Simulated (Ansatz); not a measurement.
A nudged elastic band was laid between two geometries of BrH + ClGeH3 (7 atoms, charge 0, multiplicity 1).

These are results of Ansatz, RKS PBE0-D4/def2-SVP, not measurements.

```
movable images  : 5
climbing image  : yes
spring          : 5.0 eV/Å²
optimiser       : quadratic models (default)
start path      : through a guess of the saddle point
force threshold : 0.03 eV/Å
iteration limit : 60
end points      : relaxed
```

First end point:

```xyz
7
Properties=species:S:1:pos:R:3
Ge 0.289 0.000 -0.074
Cl 0.287 0.000 2.111
H 1.766 0.000 -0.485
H -0.437 1.275 -0.513
H -0.437 -1.275 -0.513
Br -3.392 0.000 1.437
H -2.092 0.000 2.044
```

Last end point:

```xyz
7
Properties=species:S:1:pos:R:3
Ge -0.448 0.000 -0.546
Cl 0.099 0.000 3.464
H 0.681 0.000 0.486
H -0.471 1.270 -1.404
H -0.471 -1.270 -1.404
Br -2.434 0.000 0.676
H -0.973 0.000 2.736
```

Question: Which bonds break or form, and what moves?

Answer: Bonds broken: Ge1–Cl2, Br6–H7. Bonds formed: Ge1–Br6, Cl2–H7. BrH + ClGeH3 becomes BrGeH3 + ClH.

Question: What energy profile does the band end with?

Answer: The forces met the threshold. The highest image is number 3 of 0 to 6, 1.30 eV above the first end and 1.33 eV above the last; the last end lies 0.04 eV below the first. A vibrational analysis at the climbing image gives 2 clearly imaginary modes (356i, 104i cm⁻¹): a point of higher order. A lower path may pass nearby, or the ends, which weren't checked, may share the extra mode. The orbitals stay closed-shell, which can raise the energy where a bond breaks towards radicals; this wasn't checked here.

```csv
image,path coordinate (Å),energy (eV),Ge1–Cl2 (Å),Br6–H7 (Å),Ge1–Br6 (Å)
0,0.00,0.00,2.19,1.43,3.98
1,0.54,0.11,2.21,1.45,3.46
2,1.08,0.68,2.32,1.52,3.04
3,1.61,1.30,2.62,1.80,2.72
4,2.22,0.76,3.08,2.04,2.46
5,2.83,0.15,3.54,2.22,2.36
6,3.44,-0.04,4.05,2.53,2.33
```

Question: What is the geometry of the highest image?

Answer: 
```xyz
7
Properties=species:S:1:pos:R:3
Ge -0.193 0.000 -0.129
Cl 0.079 0.000 2.472
H 1.342 0.000 0.017
H -0.611 1.316 -0.788
H -0.611 -1.316 -0.788
Br -2.672 0.000 1.001
H -1.351 0.000 2.224
```

Run time: 2.5 min on 2 threads of Arm Neoverse V1, with other jobs on the host, peak memory 0.26 GiB.
